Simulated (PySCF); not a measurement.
Gas-phase reaction: 4 TiCl3OH + O + H2 ⇌ 3 TiCl4.H2O + TiO2

Method: PySCF energies plus ideal-gas RRHO corrections (1 bar). † marks an energy on the PBE0/def2-TZVP geometry and frequencies. MP2 freezes the core. Open shells (unrestricted): O (multiplicity 3); the rest are closed-shell singlets. Spin-orbit splitting is ignored; it lowers the true energy and changes the entropy of O. Adducts (TiCl4.H2O) have no counterpoise correction, and HF, PBE, BLYP, B3LYP and PBE0 lack dispersion. TiCl3OH, TiCl4.H2O: computed as isolated molecules; such fragments, hydroxides, amides, oligomers or adducts are transient or little studied in the gas. MP2 isn't extrapolated to the basis-set limit.

r2SCAN/def2-TZVP† gives ΔH°(298 K) = -18 kJ.

What do HF/def2-TZVP†, MP2/def2-SVP†, ωB97X-V/def2-TZVP† give?

HF/def2-TZVP†: 389 kJ; MP2/def2-SVP†: -129 kJ; ωB97X-V/def2-TZVP†: 3 kJ. For scale, ΔH°(298 K) is -18 kJ at this level, -14 kJ at ωB97M-V/def2-TZVP†, and runs from -274 to 389 kJ over the 19 levels computed.
